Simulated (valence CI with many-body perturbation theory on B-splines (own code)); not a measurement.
## Zn²⁴⁺ in brief

Method: configuration interaction combined with many-body perturbation theory (CI+MBPT): four valence electrons over a frozen Dirac-Fock core [He], radial functions for each j: 11 s, 11 p, 10 d, 8 f, 5 g, 2 h, with the one-electron correlation potential Σ1, the two-electron term Σ2, the three-electron term Σ3, Breit, model QED; selected CI, second order for the rest, scaled by the run's own slope (own B-spline code, finite nucleus).

No measured spectrum was set against this ion. As an estimate, levels of excited configurations hold to 0.05 to 0.15 % of their energy, terms of the ground configuration to about 0.5 %. Among the levels kept, up to 1000 cm⁻¹ of a level comes from second order outside the variational space, and about a tenth of that is noise between levels of different J, which matters for small intervals.

Names give the largest LS component (configuration and term), which can be under half, so a name can repeat, a term be missing and a line seem to break the LS rules; names also repeat where a configuration has a term twice.

Rates and lifetimes use the calculated energies. Strong lines usually hold to 10 to 20 %, long lifetimes can be off by a factor of two.

Task: What is the ground level?

Result: 2s²2p² ³P_0, composition 85 % 2s²2p² ³P + 14 % 2s²2p² ¹S.

Task: How is the term ³P of the ground level split?

Result: J = 0 at 0.0, J = 1 at 19.5, J = 2 at 27.0 eV.

Task: Among levels below 1618.9 eV, which E1 lines absorb most strongly from the ground level?

Result: to 2s²2p3d ³D°_1 at 0.8858 nm, f = 1.32; to 2s2p²3p ³D°_1 at 0.8633 nm, f = 0.238; to 2s2p²3p ⁵D°_1 at 0.8660 nm, f = 0.137.

Task: Name the longest-lived excited levels whose lifetime is computed, and their main decay.

Result: 2s²2p² ³P_2 at 27.0 eV lives 534 μs, mostly by M1 to 2s²2p² ³P_1; 2s²2p² ³P_1 at 19.5 eV lives 16.6 μs, mostly by M1 to 2s²2p² ³P_0; 2s²2p² ¹D_2 at 53.2 eV lives 5.23 μs, mostly by M1 to 2s²2p² ³P_1.

Task: What is the ionisation energy?

Result: 2361.5 eV; NIST lists 2358 ± 1.6 eV (semi-empirical).

Task: Where does the other parity begin?

Result: At 2s2p³ ⁵S°_2, 87.2 eV.

Task: How well does LS coupling describe the low levels?

Result: Among the lowest 20 levels the leading LS term, summed over configurations, holds 79 % on average. For single configurations the figures are 79 % in LS and 81 % in jj coupling. Terms mix most in the J = 2 level at 160.6 eV, where the leading one holds 53 %.
